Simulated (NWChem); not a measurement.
Species: SiCl cation, singlet

```xyz
2

Si     0.0000     0.0000    -1.0823
Cl     0.0000     0.0000     0.8965
```
Atoms are numbered in this order, from 1.

Program: NWChem. Low-valent species are run as closed-shell singlets; no triplet was tried in these runs. Geometry: optimised at B3LYP/6-31G* (spherical d). GIAO values for the isolated, static molecule; σ is the absolute isotropic shielding.

**Question.** Order these runs by computing time, cheapest first, and give rough ratios: B3LYP/pcSseg-1; B3LYP/cc-pVDZ; B3LYP/cc-pCVTZ.

**Answer.** B3LYP/pcSseg-1 (1), B3LYP/cc-pVDZ (3), B3LYP/cc-pCVTZ (20). Ratios are rough, from one shared machine; the cheapest took about 7 core-seconds (a rough figure). What differs between the cheapest and the dearest: σ Si1 (ppm) 142.6 → 152.8; σ Cl2 (ppm) 117.9 → 154.6.
